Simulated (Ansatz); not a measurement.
Molecule: ZnF2, charge -1, multiplicity 2. The spin state was set by rule; other spins were not relaxed. 
Structure (B3LYP-D3(BJ)/def2-TZVP (Ansatz, a quantum-chemistry and plane-wave program) minimum search):
```
Zn
F 1 1.8925
F 1 1.8925 2 118.78
```
Charge -1, spin multiplicity 2.

Total electronic energies in hartree. Correlated levels leave the core frozen unless marked. Open shells are spin-unrestricted. Spin-orbit coupling is left out. The frozen core is the preceding noble-gas configuration, with the filled d and f shells of earlier blocks. No relativistic terms. CBS marks a two-point X^-3 extrapolation of the correlation energy; Hartree-Fock from the larger set. The bracket is a focal-point correction in the basis named.

```json
[
 {"level": "HF/def2-QZVPP", "program": "Ansatz", "energy (Eh)": "-1976.90484"},
 {"level": "RI-HF/def2-TZVPPD", "program": "Ansatz", "energy (Eh)": "-1976.85456"},
 {"level": "RI-HF/def2-QZVPP", "program": "Ansatz", "energy (Eh)": "-1976.90472"},
 {"level": "PBE/def2-TZVPD", "program": "Ansatz", "energy (Eh)": "-1978.81828"},
 {"level": "BLYP-D3(BJ)/def2-TZVPD", "program": "Ansatz + dftd3", "energy (Eh)": "-1979.35317"},
 {"level": "BLYP/def2-TZVPD", "program": "Ansatz", "energy (Eh)": "-1979.35127"},
 {"level": "B97M-V/def2-TZVPD", "program": "Ansatz", "energy (Eh)": "-1978.83441"},
 {"level": "PBE0/def2-SVP", "program": "Ansatz", "energy (Eh)": "-1978.27521"},
 {"level": "RPA@PBE/def2-QZVPP", "program": "Ansatz", "energy (Eh)": "-1978.35921"},
 {"level": "SCS-MP2/def2-SVPD", "program": "Ansatz", "energy (Eh)": "-1977.04488"},
 {"level": "CCSD/6-31G", "program": "Ansatz", "energy (Eh)": "-1976.85025"},
 {"level": "CCSD/6-31G*", "program": "Ansatz", "energy (Eh)": "-1977.01712"},
 {"level": "CCSD(T)/6-31G", "program": "Ansatz", "energy (Eh)": "-1976.85664"},
 {"level": "CCSD(T)/def2-TZVPPD", "program": "Ansatz", "energy (Eh)": "-1977.85552"},
 {"level": "RI-MP2/CBS(def2-TZVPPD,def2-QZVPPD)+[CCSD(T)-MP2]/def2-TZVPPD", "program": "Ansatz", "energy (Eh)": "-1978.0465"}
]
```

Totals of different functionals don't rank their quality; only differences between species are comparable.
